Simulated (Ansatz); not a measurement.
Reaction (germylene formation by 1,1-elimination): `[CH3][Ge]([SiH3])([Cl])[Cl]` → `[Cl][Ge][Cl]` + `C[SiH3]`

Computed with Ansatz on PBE0-D4/def2-TZVP structures; ΔE is electronic, products minus reactants. CCSD(T)/CBS adds triple-zeta CCSD(T) − MP2 to the extrapolated MP2 energy (def2 sets, frozen cores). This one scheme is used for every species. DFT in def2-TZVPP. HSE06 is defined as in plane-wave codes. For Ge outer-core shells are correlated without core-valence functions, which leaves a few kJ/mol of doubt a bond. Scalar relativity is left out up to krypton.

`[CH3][Ge]([SiH3])([Cl])[Cl]`:

Z-matrix (Å, degrees):
```
C
Ge 1 1.939
H 1 1.091 2 109.7
H 1 1.091 2 109.7 3 -120.6
H 1 1.090 2 108.8 3 119.7
Si 2 2.384 1 120.8 3 60.3
Cl 2 2.164 1 107.1 3 -176.7
Cl 2 2.164 1 107.1 3 -62.7
H 6 1.482 2 107.9 1 179.9
H 6 1.485 2 108.8 1 -60.0
H 6 1.485 2 108.9 1 59.8
```

`[Cl][Ge][Cl]`:

Cartesian coordinates in Å:
```
Cl 1.316 1.108 0.225
Ge -0.318 -0.191 0.858
Cl -0.998 -0.918 -1.083
```

`C[SiH3]`:

Cartesian coordinates in Å:
```
C 0.289 0.751 0.572
Si -0.258 -0.672 -0.512
H 1.157 0.470 1.172
H -0.511 1.049 1.253
H 0.560 1.618 -0.034
H 0.834 -1.079 -1.437
H -1.440 -0.286 -1.330
H -0.630 -1.851 0.316
```

```csv
level,ΔE (kJ/mol),difference from CCSD(T)/CBS
LDA (SPW92),87.6,14.6
B97M-V,69.9,-3.1
r2SCAN0-D4,85.8,12.8
BHLYP-D4,70.3,-2.7
ωB97M-V,62.0,-11.0
PBE-QIDH,93.9,20.9
BLYP,9.6,-63.4
r2SCAN,73.2,0.2
HSE06,69.0,-4.0
CAM-B3LYP,49.9,-23.1
MP2/def2-SVP,86.0,13.0
CCSD/def2-SVP,69.7,-3.3
SCS-MP2/def2-TZVPP,82.9,9.9
CCSD(T)/def2-TZVPP,86.2,13.2
HF/def2-QZVPP,50.9,-22.1
HF/CBS(def2),50.5,-22.5
CCSD(T)/CBS,73.0,0
```

Largest T1 diagnostic among the species: 0.013.

From BLYP to BHLYP (50 % exact exchange), in def2-TZVPP and without D4, ΔE moves by +42.0 kJ/mol. Leaving LDA and LC-ωPBE aside and taking each functional with its dispersion term where it has one, the values, not all of them listed here, spread over 60.4 kJ/mol, from BLYP-D4 to PBE-QIDH. LDA lies +37.4 kJ/mol from PBE without D4. In def2-TZVPP, CCSD(T) changes the Hartree–Fock value by +32.2 kJ/mol (the triples alone add +2.5 kJ/mol) and MP2 by +42.5 kJ/mol.
